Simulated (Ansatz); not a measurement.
Which is lower?

The two ends of one reaction step of GePNH8, closed shell (PBE0-D4/def2-TZVP).

A:

```xyz
11
angstrom
Ge -0.7766 0.1512 -1.5621
N 0.6035 1.1233 -0.8126
H -0.3067 -1.3090 -1.6210
H -1.9847 0.3082 -0.6281
H -1.1722 0.6134 -2.9842
H 0.5606 -0.2978 1.4345
P 0.0180 -1.3496 2.2203
H 1.4695 1.0588 -1.3309
H 0.3861 2.1035 -0.6913
H -0.0898 -0.5467 3.3863
H 1.2925 -1.8552 2.5891
```

B:

```csv
atom,x (Å),y (Å),z (Å)
Ge1,-1.1136,-0.7626,-0.3766
N2,1.3548,1.4598,-0.7945
H3,-0.1498,-1.2202,-1.4774
H4,-2.2846,-1.7670,-0.3010
H5,-1.6821,0.6268,-0.6865
H6,1.7533,1.3410,0.1294
P7,0.0207,-0.6899,1.6508
H8,2.0839,1.2556,-1.4668
H9,1.1179,2.4389,-0.8970
H10,-1.1653,-0.5792,2.4259
H11,0.0649,-2.1031,1.7937
```

Program: Ansatz 0.2.0. Basis: def2-TZVPP. Cores are frozen in the correlated methods. Filled d shells of the heavier atoms are correlated. The def2 sets are not built for correlating such inner shells, so the correlated values are less sure here. B3LYP uses VWN-RPA correlation.

Question: Which structure is lower at CCSD(T), and by how much? (Judge from chemistry; the value comes from the calculation.)

Answer: Computed: B, by 7.23 kcal/mol (electronic energy, against the other). By their contacts, A is a complex of GeNH₅ ([NH2][GeH3]) + PH₃ and B is a complex of GePH₅ ([PH2][GeH3]) + NH₃.

All methods give the same order:

| method | E(B) − E(A) (kcal/mol) |
| --- | --- |
| SPW92 | -9.83 |
| PBE-D4 | -10.00 |
| BLYP-D4 | -8.20 |
| r2SCAN-D4 | -8.91 |
| B97M-V | -8.70 |
| PBE0-D4 | -9.69 |
| B3LYP-D4 | -8.09 |
| r2SCAN0-D4 | -8.97 |
| BHLYP-D4 | -7.62 |
| CAM-B3LYP-D4 | -6.80 |
| wB97X-V | -7.39 |
| wB97M-V | -8.09 |
| B2PLYP | -7.09 |
| PBE-QIDH | -8.40 |
| RPA on PBE | -6.21 |
| HF | -4.65 |
| MP2 | -7.39 |
| CCSD | -6.83 |
| CCSD(T) | -7.23 |

The T1 diagnostic stays at or below 0.012.

Labels in which every atom is bracketed show which atoms are joined, not bond orders.

For scale, one of the runs: CCSD(T)/def2-TZVPP, 233 basis functions, launched by `ansatz run in.yaml --threads 4 --pin off --events-out ev --progress --plain --max-ram 9574MiB`. The run took 3.5 min on 4 CPU threads of an AMD EPYC (shared host), with 4 GiB of host memory at its peak.
